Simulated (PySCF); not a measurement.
Isomers of C6H6F2O, one GFN2-xTB conformer each. Single-point energies are computed at PBE0/pcSseg-1 (PySCF, gas phase, no added dispersion term), electronic only.

```csv
SMILES,GFN2-xTB relative energy (kJ/mol)
C/C(=C\CF)C(F)=C=O,104.5
FCC1=C[C@@H](F)C=CO1,0.0
C=C[C@@]1(C(=O)F)C[C@H]1F,62.8
```

Conformers: `[CH3:1]/[C:2](=[CH:3]\[CH2:4][F:5])[C:6]([F:7])=[C:8]=[O:9]` with C2–C3–C4–F5 179°, C1–C2–C6–F7 180°; `[F:1][CH2:2][C:3]1=[CH:4][C@@H:5]([F:6])[CH:7]=[CH:8][O:9]1` with F1–C2–C3–C4 1°; `[CH2:1]=[CH:2][C@@:3]1([C:4](=[O:5])[F:6])[CH2:7][C@H:8]1[F:9]` with C1–C2–C3–C4 -43°, C2–C3–C4–O5 168°.

Question: What does PBE0/pcSseg-1 give for the same structures?

Answer: 
| SMILES | PBE0/pcSseg-1 E (Eh) | PBE0/pcSseg-1 (kJ/mol) | GFN2-xTB (kJ/mol) | point group |
| --- | --- | --- | --- | --- |
| C=C[C@@]1(C(=O)F)C[C@H]1F | -506.51661 | 0.0 | 62.8 | C1 |
| FCC1=C[C@@H](F)C=CO1 | -506.51624 | 1.0 | 0.0 | C1 |
| C/C(=C\CF)C(F)=C=O | -506.47833 | 100.5 | 104.5 | near Cs |

GFN2-xTB puts FCC1=C[C@@H](F)C=CO1 lowest instead; measured from each level's own lowest isomer, the values differ by up to 62.8 kJ/mol (C=C[C@@]1(C(=O)F)C[C@H]1F: 62.8 against 0.0). As drawn, the lowest has a three-membered ring and a quaternary carbon, which the highest lacks; the highest has cumulated double bonds, which the lowest lacks. Neighbours under 10 kJ/mol apart (C=C[C@@]1(C(=O)F)C[C@H]1F and FCC1=C[C@@H](F)C=CO1) can change places with a better method, another conformer or zero-point energy.

Question: Which frontier levels, dipoles and rotational constants go with these structures?

Answer: 
| SMILES | HOMO (eV, PBE0/pcSseg-1) | LUMO (eV) | dipole (D) | A, B, C (MHz) |
| --- | --- | --- | --- | --- |
| C=C[C@@]1(C(=O)F)C[C@H]1F | -7.78 | -0.72 | 2.16 | 2132, 1489, 1061 |
| FCC1=C[C@@H](F)C=CO1 | -7.20 | -0.20 | 2.69 | 2768, 1195, 880.6 |
| C/C(=C\CF)C(F)=C=O | -6.42 | -2.30 | 2.46 | 3579, 772.8, 640.7 |

Question: As an exercise, what shares would exp(−E/RT) give at 2000 K from these electronic energies alone (no entropy, no degeneracies)?

Answer: RT = 16.629 kJ/mol: C=C[C@@]1(C(=O)F)C[C@H]1F 51.4 %, FCC1=C[C@@H](F)C=CO1 48.5 %, C/C(=C\CF)C(F)=C=O 0.1 %.
